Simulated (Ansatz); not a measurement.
Ansatz (a first-principles code) input (B3LYP/LANL2DZ): The .json file is the Basis Set Exchange's LANL2DZ.

Ansatz 0.2 input:
```yaml
crystal:
  periodic: [false, false, false]
  atoms:
    - {symbol: C, position_ang: [-0.03345900, 2.09337200, 1.90920500]}
    - {symbol: Ge, position_ang: [-0.23764900, 0.39893200, 1.27124300]}
    - {symbol: C, position_ang: [-2.08163400, -0.30876700, 1.19635200]}
    - {symbol: C, position_ang: [0.99419400, -0.97457900, 1.98029500]}
    - {symbol: I, position_ang: [0.33385900, -0.33890400, -1.59774400]}
    - {symbol: H, position_ang: [0.97727300, 2.47482500, 2.02826100]}
    - {symbol: H, position_ang: [-0.74693900, 2.84805800, 1.58880800]}
    - {symbol: H, position_ang: [-2.45128400, -0.49509100, 2.20731100]}
    - {symbol: H, position_ang: [-2.73058500, 0.41988900, 0.71049100]}
    - {symbol: H, position_ang: [-2.09920500, -1.23123300, 0.61878200]}
    - {symbol: H, position_ang: [2.01910200, -0.60825700, 1.92105400]}
    - {symbol: H, position_ang: [0.91383400, -1.88345400, 1.38672200]}
    - {symbol: H, position_ang: [0.75343600, -1.18880400, 3.02410500]}
basis:
  gaussian:
    orbitals: LANL2DZ.json
hamiltonian:
  xc: {name: B3LYP}
total_charge: -1
relax: {f_tol: 0.003, max_steps: 120}
```

Output:

```
Functional definition: B3LYP
integrals: 0.02 GiB planned
850 factors; integrals over basis functions are off by at most 3.3e-4 eV
mean field: 0.20 GiB planned
mean field evaluation 1: about -3645.4934 eV, gradient 5.9e1 eV
mean field evaluation 2: about -3630.6322 eV, gradient 8.1e1 eV
mean field evaluation 4: about -3655.5540 eV, gradient 3.8e0 eV
mean field evaluation 8: about -3655.6385 eV, gradient 4.7e-2 eV
mean field evaluation 16: about -3655.6385 eV, gradient 3.4e-5 eV
mean field -3655.63853639 eV, -134.3422383317 hartree, gradient 3.4e-5 eV, S^2 0.000000; 0 other end points of the search recorded, 0 dependent functions left out
the calculation of the forces begins
reference -3655.63881128 eV, -134.3422484337 hartree; 19, 19 occupied and 40, 40 virtual orbitals, 850 factors
relax step   1: F+E_penalty+E_count = -3655.63853639 eV  Δ(F+E_penalty+E_count) = +0.000e0 eV  max|allowed force component| = 3.552e-1 eV/Å  Δτ_max = 0.0000 Å  (26 SCF iters, accepted)
these checks for a lower state are left out or cut short: starts, cluster_reference, orbital_swaps, neighbouring_geometries, increment
integrals: 0.02 GiB planned
850 factors; integrals over basis functions are off by at most 3.4e-4 eV
mean field: 0.20 GiB planned
mean field -3655.68155982 eV, -134.3438194133 hartree, gradient 1.4e-5 eV, S^2 0.000000; 0 other end points of the search recorded, 0 dependent functions left out
the calculation of the forces begins
reference -3655.68183625 eV, -134.3438295721 hartree; 19, 19 occupied and 40, 40 virtual orbitals, 850 factors
relax step   2: F+E_penalty+E_count = -3655.68155982 eV  Δ(F+E_penalty+E_count) = -4.302e-2 eV  max|allowed force component| = 2.003e-1 eV/Å  Δτ_max = 0.1132 Å  (29 SCF iters, accepted)
these checks for a lower state are left out or cut short: starts, cluster_reference, orbital_swaps, neighbouring_geometries, increment
integrals: 0.02 GiB planned
850 factors; integrals over basis functions are off by at most 3.4e-4 eV
mean field: 0.20 GiB planned
mean field evaluation 32: about -3655.6891 eV, gradient 2.3e-5 eV
mean field -3655.68911475 eV, -134.3440970519 hartree, gradient 2.3e-5 eV, S^2 0.000000; 0 other end points of the search recorded, 0 dependent functions left out
the calculation of the forces begins
reference -3655.68939168 eV, -134.3441072290 hartree; 19, 19 occupied and 40, 40 virtual orbitals, 850 factors
relax step   3: F+E_penalty+E_count = -3655.68911475 eV  Δ(F+E_penalty+E_count) = -7.555e-3 eV  max|allowed force component| = 8.124e-2 eV/Å  Δτ_max = 0.0567 Å  (29 SCF iters, accepted)
these checks for a lower state are left out or cut short: starts, cluster_reference, orbital_swaps, neighbouring_geometries, increment
integrals: 0.02 GiB planned
850 factors; integrals over basis functions are off by at most 3.4e-4 eV
mean field: 0.20 GiB planned
mean field -3655.69055698 eV, -134.3441500530 hartree, gradient 1.1e-5 eV, S^2 0.000000; 0 other end points of the search recorded, 0 dependent functions left out
the calculation of the forces begins
reference -3655.69083370 eV, -134.3441602221 hartree; 19, 19 occupied and 40, 40 virtual orbitals, 850 factors
relax step   4: F+E_penalty+E_count = -3655.69055698 eV  Δ(F+E_penalty+E_count) = -1.442e-3 eV  max|allowed force component| = 4.289e-2 eV/Å  Δτ_max = 0.0241 Å  (31 SCF iters, accepted)
these checks for a lower state are left out or cut short: starts, cluster_reference, orbital_swaps, neighbouring_geometries, increment
integrals: 0.02 GiB planned
850 factors; integrals over basis functions are off by at most 3.4e-4 eV
mean field: 0.20 GiB planned
mean field -3655.69094996 eV, -134.3441644947 hartree, gradient 7.6e-6 eV, S^2 0.000000; 0 other end points of the search recorded, 0 dependent functions left out
the calculation of the forces begins
reference -3655.69122661 eV, -134.3441746615 hartree; 19, 19 occupied and 40, 40 virtual orbitals, 850 factors
relax step   5: F+E_penalty+E_count = -3655.69094996 eV  Δ(F+E_penalty+E_count) = -3.930e-4 eV  max|allowed force component| = 1.624e-2 eV/Å  Δτ_max = 0.0088 Å  (25 SCF iters, accepted)
these checks for a lower state are left out or cut short: starts, cluster_reference, orbital_swaps, neighbouring_geometries, increment
integrals: 0.02 GiB planned
850 factors; integrals over basis functions are off by at most 3.4e-4 eV
mean field: 0.20 GiB planned
mean field -3655.69103327 eV, -134.3441675562 hartree, gradient 2.6e-5 eV, S^2 0.000000; 0 other end points of the search recorded, 0 dependent functions left out
the calculation of the forces begins
reference -3655.69130983 eV, -134.3441777195 hartree; 19, 19 occupied and 40, 40 virtual orbitals, 850 factors
relax step   6: F+E_penalty+E_count = -3655.69103327 eV  Δ(F+E_penalty+E_count) = -8.331e-5 eV  max|allowed force component| = 4.749e-3 eV/Å  Δτ_max = 0.0069 Å  (23 SCF iters, accepted)
these checks for a lower state are left out or cut short: starts, cluster_reference, orbital_swaps, neighbouring_geometries, increment
integrals: 0.02 GiB planned
850 factors; integrals over basis functions are off by at most 3.4e-4 eV
mean field: 0.20 GiB planned
mean field -3655.69107924 eV, -134.3441692455 hartree, gradient 1.2e-5 eV, S^2 0.000000; 0 other end points of the search recorded, 0 dependent functions left out
the calculation of the forces begins
reference -3655.69135564 eV, -134.3441794031 hartree; 19, 19 occupied and 40, 40 virtual orbitals, 850 factors
relax step   7: F+E_penalty+E_count = -3655.69107924 eV  Δ(F+E_penalty+E_count) = -4.597e-5 eV  max|allowed force component| = 7.240e-3 eV/Å  Δτ_max = 0.0091 Å  (22 SCF iters, accepted)
these checks for a lower state are left out or cut short: starts, cluster_reference, orbital_swaps, neighbouring_geometries, increment
integrals: 0.02 GiB planned
850 factors; integrals over basis functions are off by at most 3.4e-4 eV
mean field: 0.20 GiB planned
mean field evaluation 64: about -3655.6911 eV, gradient 2.3e-4 eV
mean field -3655.69109840 eV, -134.3441699496 hartree, gradient 1.4e-5 eV, S^2 0.000000; 0 other end points of the search recorded, 0 dependent functions left out
the calculation of the forces begins
reference -3655.69137474 eV, -134.3441801051 hartree; 19, 19 occupied and 40, 40 virtual orbitals, 850 factors
relax step   8: F+E_penalty+E_count = -3655.69109840 eV  Δ(F+E_penalty+E_count) = -1.916e-5 eV  max|allowed force component| = 3.200e-3 eV/Å  Δτ_max = 0.0061 Å  (23 SCF iters, accepted)
these checks for a lower state are left out or cut short: starts, cluster_reference, orbital_swaps, neighbouring_geometries, increment
integrals: 0.02 GiB planned
850 factors; integrals over basis functions are off by at most 3.4e-4 eV
mean field: 0.20 GiB planned
mean field -3655.69111704 eV, -134.3441706348 hartree, gradient 1.8e-5 eV, S^2 0.000000; 0 other end points of the search recorded, 0 dependent functions left out
the calculation of the forces begins
reference -3655.69139326 eV, -134.3441807857 hartree; 19, 19 occupied and 40, 40 virtual orbitals, 850 factors
relax step   9: F+E_penalty+E_count = -3655.69111704 eV  Δ(F+E_penalty+E_count) = -1.864e-5 eV  max|allowed force component| = 3.931e-3 eV/Å  Δτ_max = 0.0106 Å  (22 SCF iters, accepted)
these checks for a lower state are left out or cut short: starts, cluster_reference, orbital_swaps, neighbouring_geometries, increment
integrals: 0.02 GiB planned
850 factors; integrals over basis functions are off by at most 3.4e-4 eV
mean field: 0.20 GiB planned
mean field -3655.69112662 eV, -134.3441709868 hartree, gradient 1.1e-5 eV, S^2 0.000000; 0 other end points of the search recorded, 0 dependent functions left out
the calculation of the forces begins
reference -3655.69140282 eV, -134.3441811372 hartree; 19, 19 occupied and 40, 40 virtual orbitals, 850 factors
relax step  10: F+E_penalty+E_count = -3655.69112662 eV  Δ(F+E_penalty+E_count) = -9.579e-6 eV  max|allowed force component| = 3.097e-3 eV/Å  Δτ_max = 0.0065 Å  (22 SCF iters, accepted)
these checks for a lower state are left out or cut short: starts, cluster_reference, orbital_swaps, neighbouring_geometries, increment
integrals: 0.02 GiB planned
850 factors; integrals over basis functions are off by at most 3.4e-4 eV
mean field: 0.20 GiB planned
mean field -3655.69112851 eV, -134.3441710562 hartree, gradient 2.6e-5 eV, S^2 0.000000; 0 other end points of the search recorded, 0 dependent functions left out
the calculation of the forces begins
reference -3655.69140472 eV, -134.3441812069 hartree; 19, 19 occupied and 40, 40 virtual orbitals, 850 factors
relax step  11: F+E_penalty+E_count = -3655.69112851 eV  Δ(F+E_penalty+E_count) = -1.889e-6 eV  max|allowed force component| = 9.734e-4 eV/Å  Δτ_max = 0.0015 Å  (19 SCF iters, accepted)
integrals: 0.02 GiB planned
850 factors; integrals over basis functions are off by at most 3.4e-4 eV
mean field: 0.20 GiB planned
mean field evaluation 96: about -3655.6909 eV, gradient 2.5e-1 eV
mean field -3655.69112851 eV, -134.3441710562 hartree, gradient 2.6e-5 eV, S^2 0.000000; 1 other end points of the search recorded, 0 dependent functions left out
the calculation of the forces begins
reference -3655.69140472 eV, -134.3441812069 hartree; 19, 19 occupied and 40, 40 virtual orbitals, 850 factors
Total energy: -3655.69140472 eV, -134.3441812069 hartree
Atom 0 at    -0.023785     2.108027     1.883695 Å, force    -0.000230    -0.000725     0.000287 eV/Å
Atom 1 at    -0.244533     0.398110     1.297554 Å, force     0.000160    -0.000085    -0.000699 eV/Å
Atom 2 at    -2.098183    -0.293505     1.197833 Å, force    -0.000732     0.000953    -0.000039 eV/Å
Atom 3 at     1.012678    -0.966901     1.990705 Å, force     0.000973     0.000584     0.000396 eV/Å
Atom 4 at     0.336880    -0.494017    -1.741337 Å, force     0.000033    -0.000018    -0.000145 eV/Å
Atom 5 at     0.974630     2.496079     2.098235 Å, force    -0.000159    -0.000549    -0.000209 eV/Å
Atom 6 at    -0.768632     2.873436     1.653925 Å, force     0.000009    -0.000586    -0.000166 eV/Å
Atom 7 at    -2.481967    -0.510772     2.204989 Å, force    -0.000101    -0.000055    -0.000362 eV/Å
Atom 8 at    -2.744026     0.456980     0.725354 Å, force     0.000389    -0.000648     0.000407 eV/Å
Atom 9 at    -2.119618    -1.201024     0.585583 Å, force     0.000664     0.000704     0.000492 eV/Å
Atom 10 at     2.037468    -0.578051     1.944024 Å, force    -0.000750    -0.000401     0.000117 eV/Å
Atom 11 at     0.957126    -1.867035     1.369760 Å, force    -0.000482     0.000953     0.000200 eV/Å
Atom 12 at     0.772906    -1.215341     3.034566 Å, force     0.000225    -0.000126    -0.000279 eV/Å
Dipole moment:    -0.193492    -0.356530     0.456366 e Å
```

The dipole moment of an ion depends on the origin.

The geometry given is a B3LYP-D3(BJ)/def2-TZVP minimum.
